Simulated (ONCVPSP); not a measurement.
Reading a pseudo-wave (sulfur (S))

Columns: radius, all-electron u(r) and pseudo u(r) of the 3p shell (level -7.11 eV) of sulfur in the configuration [Ne] 3s2 3p4; LDA (Perdew-Wang 92), scalar-relativistic, ONCV scheme, ONCVPSP 4.0.1.

```csv
r (bohr),all-electron,pseudo
0.070,-0.1010,0.0036
0.140,-0.2379,0.0145
0.210,-0.3182,0.0326
0.280,-0.3325,0.0576
0.350,-0.2953,0.0891
0.420,-0.2232,0.1262
0.490,-0.1307,0.1683
0.560,-0.0289,0.2145
0.630,0.0748,0.2641
0.700,0.1752,0.3160
0.770,0.2690,0.3689
0.840,0.3543,0.4215
0.910,0.4302,0.4723
0.980,0.4963,0.5202
1.050,0.5528,0.5645
1.120,0.6000,0.6046
1.190,0.6385,0.6397
1.260,0.6690,0.6691
1.330,0.6922,0.6922
1.400,0.7089,0.7089
1.470,0.7197,0.7197
1.540,0.7255,0.7255
1.610,0.7269,0.7268
1.680,0.7244,0.7244
1.750,0.7187,0.7186
1.820,0.7102,0.7101
```

Q: How many radial nodes do the two functions have?

A: The all-electron 3p function has n − l − 1 = 1; the pseudo-wave has 0, since the states of the same l below it are removed with the core.

Q: At about which radius was the pseudo-wave matched?

A: 1.35 bohr. The columns agree to 0.0005 from 1.26 bohr on; several derivatives are matched, so the curves merge somewhat inside the radius.

Q: Is the pseudo-wave norm-conserving?

A: Yes: the ONCV scheme keeps the norm inside the radius equal to the all-electron one, which fixes the energy derivative of the logarithmic derivative at the level.
